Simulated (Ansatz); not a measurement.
Ideal-gas functions of CH5NZn (`C[NH][ZnH]`) at 800 K and 1 bar, from an Ansatz frequency run at PBE0-D4/def2-TZVP.

Molar mass 96.45 g/mol, point group Cs (symmetry number 1), electronic degeneracy 1, moments of inertia 10.784, 133.973, 141.598 u Å². Harmonic wavenumbers (cm⁻¹, unscaled): 67, 206, 350, 483, 493, 614, 1085, 1131, 1149, 1394, 1459, 1480, 1513, 1965, 2983, 3018, 3089, 3618.

Use S(trans) = R[1.5 ln M + 2.5 ln T − 1.1517]; rotational temperatures θ = 24.2544 K / I; S(rot) = R[ln(√π/σ · √(T³/θAθBθC)) + 1.5]; for each mode x = 1.438777 ν̃/T, S = R[x/(eˣ − 1) − ln(1 − e⁻ˣ)] and H = RT x/(eˣ − 1); 1 cm⁻¹ = 0.0119627 kJ/mol; R = 8.31446 J/(mol·K).

By hand: the entropy, in J/(mol·K).

Translation 186.4. Rotation: θ = 2.2491, 0.181, 0.1713 K, giving 111.7. Vibration, mode by mode: 25.91, 16.62, 12.30, 9.74, 9.58, 7.90, 3.96, 3.71, 3.62, 2.56, 2.33, 2.26, 2.16, 1.13, 0.25, 0.24, 0.21, 0.09, in all 104.6. Electronic 0.0. Sum 402.7 J/(mol·K).

By hand: H − E and G − E in kJ/mol, counted from the electronic energy.

Zero-point energy ½ × 26097 × 0.0119627 = 156.1; thermal vibration 41.3; translation, rotation and pV give 4 RT = 26.6. H − E = 224.0 kJ/mol, and G − E = 224.0 − 800 × 402.7/1000 = -98.2 kJ/mol.

Vibration gives 26 % of the entropy, 25.9 J/(mol·K) of it from the mode under 150 cm⁻¹: soft modes count most, and the harmonic formula is weakest for them.
